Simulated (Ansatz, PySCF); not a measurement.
Bond stretch in H2F2Si, SMILES F[SiH2]F, singlet. The Si1–F5 bond (Si1 also carries F, H, H; F5 carries nothing else) is pulled apart rigidly from the PBE0/def2-TZVP optimised geometry. Each curve is given relative to its own lowest point near equilibrium.

| R / Å | A | B | C | D |
|---|---|---|---|---|
| 1.20 | 755.7 | 732.2 | 756.4 | 687.7 |
| 1.27 | 461.4 | 441.8 | 460.6 | 401.2 |
| 1.36 | 222.6 | 208.0 | 222.0 | 177.6 |
| 1.42 | 124.3 | 112.9 | 124.1 | 90.0 |
| 1.48 | 60.6 | 52.4 | 60.3 | 36.8 |
| 1.54 | 22.8 | 17.7 | 21.8 | 8.8 |
| 1.59 | 6.2 | 3.7 | 5.5 | 0.0 |
| 1.64 | 0.0 | 0.0 | 0.0 | 1.1 |
| 1.69 | 1.9 | 4.4 | 2.8 | 9.7 |
| 1.74 | 9.9 | 14.9 | 11.9 | 24.1 |
| 1.83 | 35.3 | 44.7 | 40.1 | 60.0 |
| 1.97 | 91.1 | 107.1 | 101.9 | 130.0 |
| 2.15 | 172.9 | 196.8 | 194.1 | 227.5 |
| 2.38 | 273.5 | 306.8 | 310.9 | 346.6 |
| 2.65 | 373.7 | 417.0 | 429.3 | 467.5 |
| 2.86 | 437.0 | 487.6 | 500.1 | 545.4 |
| 3.17 | 509.7 | 570.7 | 565.9 | 636.5 |
| 3.52 | 567.9 | 639.6 | 599.2 | 710.2 |
| 3.91 | 610.5 | 692.3 | 612.1 | 760.8 |
| 4.29 | 636.7 | 726.2 | 616.1 | 782.5 |
| 4.75 | 655.8 | 752.3 | 617.5 | 780.7 |
| 5.60 | 672.0 | 777.3 | 617.9 | 729.2 |

Energies in kJ/mol.

### Question
Match the curves with the methods PySCF with SC-NEVPT2 on CASSCF(2,2)/cc-pVDZ, all electrons correlated; restricted PBE/cc-pVDZ (Ansatz, a program for electronic structure); restricted PBE0/cc-pVDZ (PySCF); restricted MP2 (frozen core)/6-31G*, spherical d (PySCF 2.14.0).

### Answer
A is RKS-PBE; B is RKS-PBE0; C is NEVPT2; D is RMP2/6-31G*.

The restricted form behind RKS-PBE, RKS-PBE0, RMP2/6-31G* keeps the bonding electrons paired and can't separate into open-shell fragments. At the longest distance RKS-PBE0 leaves fractional charges on the fragments, a sign of delocalisation error or of the restricted form.
